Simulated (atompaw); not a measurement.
How hard is this Hf PAW (atompaw) potential?

* Element: hafnium
* Generator: atompaw 4.2.0.5
* Type: PAW
* Functional: LDA (PW92)
* Relativity: scalar-relativistic
* Frozen core: [Kr] 4d10 4f14
* Valence charge: 12
* Reference configuration: 5s2 5p6 5d2 6s2 6p0
* Partial waves: 5s (bound): rc 2.05 bohr; 6s (bound): rc 3.00 bohr; 5p (bound): rc 2.20 bohr; 6p (bound, empty): rc 1.90 bohr; 5d (bound): rc 3.00 bohr; 5d channel at 1.9 Ry: rc 3.00 bohr
* Local potential: vpsmatchnc scheme with l = 3 at -0.5 Ry, radius 2.70 bohr
* Core correction: smooth core density matched at 1.55 bohr
* Augmentation charge: besselshape compensation charge, radius 2.65 bohr; PAW radius 3.00 bohr; waves and projectors: custom polynom2 7 10 vanderbiltortho

The pseudo-atom Hamiltonian at the reference potential is diagonalised in spherical Bessel functions j_l(qr) that vanish at 20 bohr, with q² up to the cutoff. All-electron valence levels (Ry): 5s -4.9373, 6s -0.3867, 5p -2.6250, 6p -0.1077, 5d -0.2110.

**Question.** How do the lowest levels (Ry) of each channel move with the cutoff, and are there ghosts?

**Answer.**

| cutoff (Ry) | s #1 | s #2 | s #3 | s #4 | p #1 | p #2 | p #3 | p #4 | d #1 | d #2 | f #1 | f #2 | Σ f·Δε (mRy) |
| --- | --- | --- | --- | --- | --- | --- | --- | --- | --- | --- | --- | --- | --- |
| 8 | -4.8563 | -0.3862 | 0.0005 | 0.1048 | -2.5695 | -0.0864 | 0.0523 | 0.1807 | -0.1898 | 0.0575 | 0.1050 | 0.2203 | 538.4 |
| 12 | -4.9346 | -0.3867 | 0.0004 | 0.1046 | -2.6226 | -0.1031 | 0.0483 | 0.1725 | -0.2077 | 0.0566 | 0.1050 | 0.2203 | 26.5 |
| 18 | -4.9372 | -0.3867 | 0.0004 | 0.1046 | -2.6240 | -0.1075 | 0.0474 | 0.1705 | -0.2089 | 0.0566 | 0.1050 | 0.2203 | 10.0 |
| 25 | -4.9372 | -0.3867 | 0.0004 | 0.1046 | -2.6249 | -0.1077 | 0.0473 | 0.1704 | -0.2104 | 0.0565 | 0.1050 | 0.2202 | 1.9 |
| 35 | -4.9372 | -0.3867 | 0.0004 | 0.1046 | -2.6249 | -0.1077 | 0.0473 | 0.1704 | -0.2107 | 0.0565 | 0.1050 | 0.2201 | 1.0 |
| 45 | -4.9372 | -2.6074 | -0.3867 | 0.0004 | -2.6250 | -1.0300 | -0.1077 | 0.0473 | -0.2108 | 0.0565 | 0.1050 | 0.2200 | 0.6 |
| 400 | -8.4577 | -4.9372 | -0.3867 | 0.0004 | -2.9064 | -2.6250 | -0.1077 | 0.0473 | -0.2109 | 0.0558 | 0.1050 | 0.2197 | 0.0 |

Result: ghost states, extra bound levels that the all-electron valence spectrum of the same l lacks: s at -115.1 eV, p at -39.5 eV (a true bound ghost makes a file unfit for plane-wave use); 10 mRy is reached at 21 Ry and 1 mRy at 35 Ry.
